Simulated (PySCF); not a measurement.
Isomers of C8H14. Method used: PySCF, PBE0-D3(BJ)/def2-SVP geometry optimisation, gas phase. One conformer each; no zero-point energy, no entropy. No frequencies were run at this level. Point groups hold within 0.08 Å.

Problem. Rank from lowest to highest electronic energy at this level (kcal/mol).
A. `[CH2:1]1[CH2:2][CH2:3][C:4]2([CH2:5][CH2:6]1)[CH2:7][CH2:8]2` with C6–C1–C2–C3 -55°, C1–C2–C3–C4 54°, C2–C3–C4–C5 -54°, C3–C4–C5–C6 54°
B. `[CH2:1]1[CH2:2][C@H:3]2[CH2:4][CH2:5][CH2:6][C@H:7]2[CH2:8]1` with C8–C1–C2–C3 -40°, C1–C2–C3–C4 -91°, C2–C3–C4–C5 140°, C3–C4–C5–C6 -40°

Solution. B (0.0), A (15.3).

As drawn, the higher has a three-membered ring and a quaternary carbon, which the lower lacks.

```
              SMILES      E (Eh)  E rel (kcal/mol)  dipole (D)  point group     A, B, C (MHz)
C1C[C@H]2CCC[C@H]2C1  -312.71226               0.0        0.08           Cs  3453, 1984, 1527
      C1CCC2(CC1)CC2  -312.68791              15.3        0.19           Cs  3524, 1756, 1422
```

Problem. How do the relative energies change in single points at PBE0/pcSseg-1 (no added dispersion term) on the same geometries?

Solution. 
```tsv
SMILES	PBE0-D3(BJ)/def2-SVP (kcal/mol)	PBE0/pcSseg-1 (kcal/mol)	shift
C1C[C@H]2CCC[C@H]2C1	0.0	0.0	0.0
C1CCC2(CC1)CC2	15.3	15.2	-0.1
```

Each column counts from its own lowest isomer. The order is unchanged; the largest shift is 0.1 kcal/mol.
